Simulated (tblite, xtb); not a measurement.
triplet methylene (CH2), triplet, at a GFN2-xTB geometry. Base run: GFN1-xTB (xtb).

The xtb input:
```
$ xtb mol.xyz --gfn 1 --uhf 2 --json

# file mol.xyz
3

C      0.00386916     0.00066529     0.10150064
H      0.00046091     0.97908788    -0.31139250
H     -0.02367585    -0.98307960    -0.29761136
```

Programs used: tblite, xtb; a row that names a program was run with it.

The base run was repeated with changes; each row names its change, and settings that it needs were set with it.

```json
[
 {"change": "base", "ΔE vs base (kcal/mol)": "0.000", "dipole (D)": "0.58", "G_solv (kcal/mol)": "-", "SCF cycles": "7"},
 {"change": "program = tblite; method = gfn1; option = --spin-polarized", "ΔE vs base (kcal/mol)": "-31.68", "dipole (D)": "-", "G_solv (kcal/mol)": "-", "SCF cycles": "-"},
 {"change": "gbsa = chcl3", "ΔE vs base (kcal/mol)": "-0.625", "dipole (D)": "0.59", "G_solv (kcal/mol)": "-0.63", "SCF cycles": "7"},
 {"change": "program = tblite; method = gfn1; option = (--guess, eeq)", "ΔE vs base (kcal/mol)": "0.000", "dipole (D)": "-", "G_solv (kcal/mol)": "-", "SCF cycles": "-"},
 {"change": "etemp = 1000", "ΔE vs base (kcal/mol)": "0.000", "dipole (D)": "0.58", "G_solv (kcal/mol)": "-", "SCF cycles": "7"},
 {"change": "alpb = cs2", "ΔE vs base (kcal/mol)": "0.048", "dipole (D)": "0.59", "G_solv (kcal/mol)": "0.05", "SCF cycles": "7"},
 {"change": "program = tblite; method = gfn1; option = (--efield, 0,0,0.1)", "ΔE vs base (kcal/mol)": "0.274", "dipole (D)": "-", "G_solv (kcal/mol)": "-", "SCF cycles": "-"},
 {"change": "etemp = 5000", "ΔE vs base (kcal/mol)": "-0.213", "dipole (D)": "0.60", "G_solv (kcal/mol)": "-", "SCF cycles": "7"},
 {"change": "program = tblite; method = gfn1", "ΔE vs base (kcal/mol)": "0.000", "dipole (D)": "-", "G_solv (kcal/mol)": "-", "SCF cycles": "-"},
 {"change": "alpb = chcl3", "ΔE vs base (kcal/mol)": "-1.05", "dipole (D)": "0.59", "G_solv (kcal/mol)": "-1.05", "SCF cycles": "7"}
]
```

ALPB and GBSA are two models with their own fitted parameters for each solvent, which aren't always the measured dielectric constant.
